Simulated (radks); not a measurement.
Results of a calculation; reference values are marked as such.
Excited configurations of the tellurium ion Te2+: one electron is placed in a higher orbital outside [Kr] 4d10 5s2 5p1. The ground configuration is [Kr] 4d10 5s2 5p2. Code: a radial shooting solver on a logarithmic mesh with Libxc functionals. Model: Dirac Kohn-Sham, PBE, spin-unpolarised, spherical densities, finite nucleus; open shells are shared between the two j in proportion to 2j + 1; Fermi nuclear charge, rms radius 4.7423 fm. Excitation = E - E(ground); binding = E(ion) - E, where the ion is the core of charge +3; n* = 3/sqrt(2 binding) in atomic units, and the quantum defect is n - n*. Eigenvalue and <r> are those of j = l + 1/2.

outer orbital  excitation (eV)  binding (eV)     n*  quantum defect  eigenvalue (eV)  <r> (bohr)
4f                      17.955         8.973  3.694           0.306           -6.535       4.392
5d                      12.316        14.612  2.895           2.105          -11.449       3.434
5f                      20.750         6.178  4.452           0.548           -4.980       7.903
6s                      12.427        14.501  2.906           3.094          -12.270       4.390
6p                      15.222        11.706  3.234           2.766           -9.797       5.180
6d                      18.891         8.037  3.903           2.097           -6.731       6.957
6f                      22.619         4.309  5.331           0.669           -3.600       12.42
7s                      18.763         8.165  3.873           3.127           -7.010       7.762
7p                      19.979         6.949  4.198           2.802           -5.897       8.855
7f                      23.777         3.151  6.234           0.766           -2.678       17.90

The Delta-SCF ionisation energy is 26.928 eV (NIST Atomic Spectra Database: 27.84 eV, measured). Self-interaction in the functional shifts the binding energies and quantum defects, so they are the method's values and not measured ones. Spin polarisation and multiplet splitting are left out, so open shells lie too high by an amount that depends on their filling. Sharing an open shell by 2j + 1 raises it above the true ground level by a part of the spin-orbit splitting, which enters the differences from NIST.

Beside tabulated values, note that spin-unpolarised runs miss the spin-polarisation part of the exchange energy of open shells.
